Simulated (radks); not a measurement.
All-electron calculation, non-relativistic Kohn-Sham, PBE, spin-polarised, spherical densities, point nucleus; open shells are filled with parallel spins first (spin-orbit coupling, left out, can overturn this in heavy ions). Program: a radial shooting solver on a logarithmic mesh with Libxc functionals. Response by self-consistent Sternheimer equations with the Hartree and adiabatic LDA kernel. For heavy and open-shell atoms this level of theory can miss by tens of per cent. Estimate the static dipole polarisabilities of Ga+ ([Ar] 3d10 4s2) and Eu ([Xe] 4f7 6s2) and the C6 coefficients of the three pairs.

Answer. alpha = 18.21 and 218.7 bohr^3; C6 = 92.94 (Ga+-Ga+), 503.1 (Ga+-Eu), 3738 (Eu-Eu) hartree bohr^6.
